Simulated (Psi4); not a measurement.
C$_{6}$H$_{14}$B, doublet, at a GFN2-xTB geometry. Base run: CCSD(T)/STO-3G run with Psi4 1.11.

Psi4 was given this input:
```
memory 2 GB

molecule mol {
0 2
  C    -0.815713    1.496443    0.496070
  C    -1.123709    1.199251   -0.878892
  B     0.016475    0.173867   -0.176798
  C    -0.407612   -1.290100    0.314214
  C    -1.896254   -1.641160    0.273617
  C     1.539916    0.433590   -0.602807
  C     2.572558   -0.065943    0.415335
  H    -0.188695    2.342975    0.726713
  H    -1.526282    1.235784    1.263980
  H    -0.726904    1.839880   -1.651128
  H    -2.070661    0.741393   -1.114281
  H     0.132875   -2.046840   -0.262305
  H    -0.064673   -1.423393    1.346820
  H    -2.265083   -1.632117   -0.750060
  H    -2.068938   -2.635987    0.681827
  H    -2.483654   -0.934692    0.856409
  H     1.749186   -0.072101   -1.551798
  H     1.727856    1.495419   -0.782996
  H     3.586309    0.140111    0.075825
  H     2.426915    0.425668    1.374732
  H     2.474262   -1.137933    0.565030
}

set basis sto-3g
set reference uhf

energy('ccsd(t)')
print_variables()
```

The base run was repeated with changes; each row names its change, and settings that it needs were set with it.

```json
[
 {"change": "base", "ΔE vs base (mEh)": "0.000", "MP2 correlation (Eh)": "-0.34701", "CC correlation without the perturbative part (Eh)": "-0.45610", "basis functions": "49", "core-seconds (rough)": "70", "outcome": "converged"},
 {"change": "method = mp2", "ΔE vs base (mEh)": "[?]", "MP2 correlation (Eh)": "-0.34693", "CC correlation without the perturbative part (Eh)": "-", "basis functions": "49", "core-seconds (rough)": "4", "outcome": "converged"},
 {"change": "freeze_core = on", "ΔE vs base (mEh)": "[?]", "MP2 correlation (Eh)": "[?]", "CC correlation without the perturbative part (Eh)": "[?]", "basis functions": "49", "core-seconds (rough)": "30", "outcome": "converged"},
 {"change": "method = cisd", "ΔE vs base (mEh)": "-", "MP2 correlation (Eh)": "-", "CC correlation without the perturbative part (Eh)": "-", "basis functions": "-", "core-seconds (rough)": "-", "outcome": "input refused"},
 {"change": "method = scs-mp2", "ΔE vs base (mEh)": "80.621", "MP2 correlation (Eh)": "-0.34701", "CC correlation without the perturbative part (Eh)": "-", "basis functions": "49", "core-seconds (rough)": "6", "outcome": "converged"},
 {"change": "puream = off", "ΔE vs base (mEh)": "0.000", "MP2 correlation (Eh)": "-0.34701", "CC correlation without the perturbative part (Eh)": "-0.45610", "basis functions": "49", "core-seconds (rough)": "60", "outcome": "converged"},
 {"change": "method = mp2.5", "ΔE vs base (mEh)": "74.232", "MP2 correlation (Eh)": "-0.34693", "CC correlation without the perturbative part (Eh)": "-", "basis functions": "49", "core-seconds (rough)": "6", "outcome": "converged"},
 {"change": "method = omp2", "ΔE vs base (mEh)": "110.9", "MP2 correlation (Eh)": "-0.34693", "CC correlation without the perturbative part (Eh)": "-", "basis functions": "49", "core-seconds (rough)": "30", "outcome": "converged"},
 {"change": "puream = on", "ΔE vs base (mEh)": "0.000", "MP2 correlation (Eh)": "-0.34701", "CC correlation without the perturbative part (Eh)": "-0.45610", "basis functions": "49", "core-seconds (rough)": "80", "outcome": "converged"},
 {"change": "scf_type = pk; mp2_type = conv", "ΔE vs base (mEh)": "0.000", "MP2 correlation (Eh)": "-0.34701", "CC correlation without the perturbative part (Eh)": "-0.45610", "basis functions": "49", "core-seconds (rough)": "70", "outcome": "converged"}
]
```

Task: Complete the blanks.

Result: 
- method = mp2, ΔE vs base (mEh): 112.2
- freeze_core = on, ΔE vs base (mEh): 3.362
- freeze_core = on, MP2 correlation (Eh): -0.34334
- freeze_core = on, CC correlation without the perturbative part (Eh): -0.45280

Open shells are given as the SCF converged; they aren't shown to be the lowest states, and a large step between rows can be another state.

- method = cisd: ended with `psi4.driver.p4util.exceptions.MissingMethodError: Method=cisd is not available for any derivative level under conditions CI_TYPE=CONV, REFERENCE=UHF, FREEZE_CORE=FALSE, QC_MODULE=(auto). See https://psicode.org/psi4manual/master/introduction.html#ss-cisd. Or d`
